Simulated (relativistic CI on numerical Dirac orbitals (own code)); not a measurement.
## Ti²⁺ in a cubic cluster: 2p photoemission with charge transfer

Computed with a charge-transfer multiplet model of a cubic metal-ligand cluster with up to one ligand hole, Slater and spin-orbit integrals from Dirac-Coulomb-Breit ions, Slater integrals scaled by 0.8. The ground state mixes d2 with configurations of k ligand holes L, whose averages lie at kΔ + k(k − 1)U_dd/2; a core hole lowers each added d electron by U_cd. 300 K, Lorentzian 0.6 eV and Gaussian 0.8 eV FWHM.

Atomic integrals in eV (Slater integrals scaled, ζ unscaled), ground: F2dd 6.578, F4dd 4.090, zeta_d 0.013; with the core hole: F2dd 8.213, F4dd 5.154, zeta_d 0.027, zeta_core 3.743, F2cd 4.498, G1cd 3.275, G3cd 1.857.

Cluster parameters (eV): U_dd = 5.4, U_cd = 6.1, 10Dq = 0.65, 10Dq(ligand) = 1.5, V(eg) = 1.95, V(t2g) = -0.9, final-state hopping factor = 0.8.

```csv
Case,n_d,d2,d3L,S
Δ = 5.4 eV,2.25,0.75,0.25,1.00
Δ = 6.4 eV,2.22,0.78,0.22,1.00
Δ = 7.4 eV,2.19,0.81,0.19,1.00
Δ = 8.4 eV,2.16,0.84,0.16,1.00
Δ = 10.4 eV,2.12,0.88,0.12,1.00
```

Weights, n_d and S are thermal averages at 300 K. Binding energies count from the first peak over 30 % of the highest in each spectrum, which can be another peak from case to case. The parameters are a model scan and need not match a compound or its usual spin state. Peaks in eV (height, largest 100):
- Δ = 5.4 eV: 0.0 (100), 3.1 (22), 6.3 (54), 13.4 (6)
- Δ = 6.4 eV: 0.0 (100), 3.4 (19), 6.2 (53)
- Δ = 7.4 eV: 0.0 (100), 3.5 (17), 6.1 (51)
- Δ = 8.4 eV: 0.0 (100), 3.7 (15), 6.1 (49)
- Δ = 10.4 eV: 0.0 (100), 3.5 (12), 6.0 (53)

Curve for Δ = 6.4 eV (points under 2 left out, the grid thinned):

| E (eV) | Intensity |
| --- | --- |
| -3.5 | 2.1 |
| -3.1 | 2.6 |
| -2.7 | 3.5 |
| -2.3 | 5.0 |
| -1.9 | 8.0 |
| -1.5 | 15.5 |
| -1.0 | 42.4 |
| -0.6 | 76.0 |
| -0.2 | 97.3 |
| 0.2 | 97.7 |
| 0.6 | 77.8 |
| 1.0 | 47.3 |
| 1.4 | 26.4 |
| 1.8 | 18.3 |
| 2.2 | 16.2 |
| 2.6 | 16.8 |
| 3.0 | 18.6 |
| 3.5 | 19.3 |
| 3.9 | 17.6 |
| 4.3 | 16.0 |
| 4.7 | 16.9 |
| 5.1 | 22.3 |
| 5.5 | 34.2 |
| 5.9 | 47.9 |
| 6.3 | 52.6 |
| 6.7 | 44.7 |
| 7.1 | 32.2 |
| 7.5 | 23.4 |
| 8.0 | 17.9 |
| 8.4 | 15.1 |
| 8.8 | 12.7 |
| 9.2 | 10.4 |
| 9.6 | 8.0 |
| 10.0 | 6.0 |
| 10.4 | 4.7 |
| 10.8 | 3.9 |
| 11.2 | 3.3 |
| 11.6 | 2.7 |
| 12.0 | 2.6 |
| 12.5 | 3.3 |
| 12.9 | 4.2 |
| 13.3 | 4.7 |
| 13.7 | 4.1 |
| 14.1 | 2.9 |
| 14.5 | 2.0 |

For the case Δ = 7.4 eV, Δ = 7.4 eV is larger than U_dd = 5.4 eV, the Mott-Hubbard side of the Zaanen-Sawatzky-Allen scheme. With the core hole the configuration with one ligand hole lies at Δ − U_cd = -0.7, 0.3, 1.3, 2.3, 4.3 eV from the one without, in the order of the table; where this is negative the screened configuration lies lower, though the effective hopping of about 3.4 eV (from the holes of the mixed ground state) mixes the two strongly wherever it is as large as the gap.

With at most 1 ligand hole the space is cut while the next configuration still counts, so covalency is underestimated, and a final configuration with one more ligand hole, which can lie low, is missing from the spectra.
